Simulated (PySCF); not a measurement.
C2H8OSe2Si, SMILES CO[Si](C)([SeH])[SeH] (CAM-B3LYP/def2-SVP optimised geometry):

```
14

C      1.718    -1.235     0.361
O      0.835    -0.205     0.000
Si    -0.817    -0.205     0.000
C     -1.500    -1.107    -1.484
Se    -1.274     2.025     0.000
Se    -1.678    -1.114     1.925
H      1.757    -2.025    -0.410
H      2.727    -0.812     0.467
H      1.430    -1.698     1.320
H     -2.597    -1.032    -1.525
H     -1.231    -2.175    -1.456
H     -1.084    -0.668    -2.403
H     -2.727     1.807    -0.020
H     -1.790    -2.467     1.359
```

Calculation: CAM-B3LYP/def2-TZVP run with PySCF.

Task: What are the frontier orbital energies and the dipole moment?

Result: HOMO-2 -9.52 eV, HOMO-1 -8.52 eV, HOMO -8.20 eV, LUMO 1.01 eV, LUMO+1 1.11 eV; dipole moment 2.53 D.

On the same geometry PBE/def2-TZVP (PySCF) gives HOMO-2 -6.70 eV, HOMO-1 -6.06 eV, HOMO -5.80 eV, LUMO -0.87 eV, LUMO+1 -0.78 eV; dipole moment 2.33 D.

Meta-Löwdin charges at CAM-B3LYP/def2-TZVP: C1 -0.10, O2 -0.62, Si3 0.98, C4 -0.61, Se5 -0.23, Se6 -0.26, H7 0.10, H8 0.12, H9 0.11, H10 0.13, H11 0.13, H12 0.14, H13 0.07, H14 0.06.
